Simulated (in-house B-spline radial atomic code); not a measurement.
Fe¹¹⁺. Computed with a B-spline radial atomic code. Model: all-electron spherical atom, spin shells full or empty, radial basis limit, no spin-orbit coupling: exact exchange with a local potential (Slater, KLI or optimised effective potential, whose far tail is KLI's), no correlation.

Exchange potential has not reached -1/r at the last radius.

The run also made RPA and GW results, which its time includes.

The Slater potential averages the orbital exchange potentials with the orbital densities as weights, KLI adds orbital constants, and the optimised effective potential minimises the exact-exchange energy among local potentials. So their energies lie above Hartree-Fock in the order OEP, KLI, Slater. All fall off as −1/r, unlike LDA and GGA exchange.

Command:
```bash
python run_gw.py task.json out
```
Settings (lengths in bohr, energies in hartree):
```
Z                      26
electrons              15
configuration          [Ne] 3s2 3p3
hamiltonian            nr
method                 kli
lmax                   9
spin_polarised         True
box_radius             6.2
intervals              65
```

Cost of the run: 1.4 s on 1 thread of Intel(R) Xeon(R) 6975P-C (Granite Rapids), with other jobs on the host.

Given: hamiltonian non-relativistic; mean-field start exchange-only KLI.

Computed: energy above Hartree-Fock 6.8096 millihartree; virial ratio -E/T less 1 -0.000245.

```tsv
radius (bohr)	r times exchange potential up (hartree bohr)	r times exchange potential down (hartree bohr)
0.00192	-0.040545	-0.040509
0.00232	-0.048946	-0.048902
0.0028	-0.058996	-0.058942
0.00337	-0.07088	-0.070814
0.00406	-0.085171	-0.085091
0.0049	-0.10241	-0.10231
0.0059	-0.12268	-0.12256
0.00712	-0.14697	-0.14682
0.00858	-0.17533	-0.17514
0.0103	-0.20764	-0.2074
0.0125	-0.24705	-0.24674
0.015	-0.28905	-0.28863
0.0181	-0.33678	-0.3362
0.0219	-0.38859	-0.38777
0.0264	?	?
0.0318	-0.49008	-0.48827
0.0383	-0.53316	-0.53032
0.0462	-0.56512	-0.5604
0.0557	-0.58186	-0.57354
0.0671	-0.58567	-0.5702
0.0809	-0.59342	-0.56534
0.0976	-0.63762	-0.59462
0.118	-0.73696	-0.68533
0.142	-0.86456	-0.81285
0.171	-0.98712	-0.94053
0.206	?	?
0.248	-1.1009	-1.0818
0.3	-1.0438	-1.0547
0.361	-0.91983	-0.95185
0.435	-0.8958	-0.79779
0.525	-1.0809	-0.73351
0.633	-1.276	-0.8227
0.763	-1.3854	-0.91727
0.92	-1.3998	-0.97008
1.11	-1.3435	-0.99208
1.34	-1.2574	-0.99864
1.61	-1.1755	-0.99987
```

Problem. What belongs in the row 0.0264?

Solution. r times exchange potential up (hartree bohr): -0.44052; r times exchange potential down (hartree bohr): -0.43932.

Problem. What belongs in the row 0.206?

Solution. r times exchange potential up (hartree bohr): -1.0745; r times exchange potential down (hartree bohr): -1.038.

| occupied | level (hartree) | Hartree-Fock level (hartree) |
| --- | --- | --- |
| 1s up | -266.79 | -272.73 |
| 1s down | ? | ? |
| 2s up | -41.454 | -43.04 |
| 2s down | -41.322 | -42.922 |
| 2p up | -37.493 | -38.584 |
| 2p down | -37.303 | -38.364 |
| 3s up | ? | ? |
| 3s down | -12.774 | -12.778 |
| 3p up | -12.051 | -12.056 |

Problem. What belongs in the row 1s down?

Solution. level (hartree): -266.61; Hartree-Fock level (hartree): -272.57.

Problem. What belongs in the row 3s up?

Solution. level (hartree): -13.297; Hartree-Fock level (hartree): -13.618.

| empty | level (hartree) |
| --- | --- |
| 3p down | -11.536 |
| 3d up | ? |
| 3d down | -9.6532 |
| 4s up | -6.4174 |
| 4s down | ? |
| 4p up | -5.9489 |
| 4p down | -5.7656 |
| 4d up | -5.2592 |
| 4d down | -5.1035 |
| 4f up | -4.8309 |
| 4f down | -4.59 |

Problem. What belongs in the row 3d up?

Solution. level (hartree): -10.098.

Problem. What belongs in the row 4s down?

Solution. level (hartree): -6.2236.

The highest level, 3p up, differs from Hartree-Fock by +0.12 eV and the deepest, 1s up, by +162 eV: a local potential can match the highest level but can't give each shell its own exchange.
